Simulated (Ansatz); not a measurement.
Reactions of `FC([SiH3])B[SiH3]`.

Program: Ansatz. Geometries: PBE0-D4/def2-TZVP. ΔE: electronic, gas phase. CBS: MP2 limit from def2 TZ/QZ plus the TZ coupled-cluster correction, frozen cores. This one scheme is used for every species. Elements past krypton have def2 core potentials. For Se, Sn outer-core shells are correlated without core-valence functions, which leaves a few kJ/mol of doubt a bond. Scalar relativity is left out up to krypton. One conformer a species, not always the lowest.

Q: Order these by ΔE at CCSD(T)/CBS, lowest first. (An estimate is asked.)
A. `FC([SiH3])B[SiH3]` + `[OH][SnH]([F])[F]` → `[OH][Sn]([F])([F])[SiH3]` + `BC(F)[SiH3]`
B. `FC([SiH3])B[SiH3]` + H₂Se → `[SiH3][SeH]` + `BC(F)[SiH3]`
C. `FC([SiH3])B[SiH3]` + `O[SiH](O)[SiH3]` → `O[SiH]([SiH3])O[SiH3]` + `BC(F)[SiH3]`
D. `FC([SiH3])B[SiH3]` + `N=C=CN` → `N=C=CNB[SiH3]` + `FC[SiH3]`

A: D (-137.4 kJ/mol), C (-114.2 kJ/mol), B (-73.3 kJ/mol), A (-57.6 kJ/mol).

Largest T1 diagnostic: 0.016, for `N=C=CNB[SiH3]`.
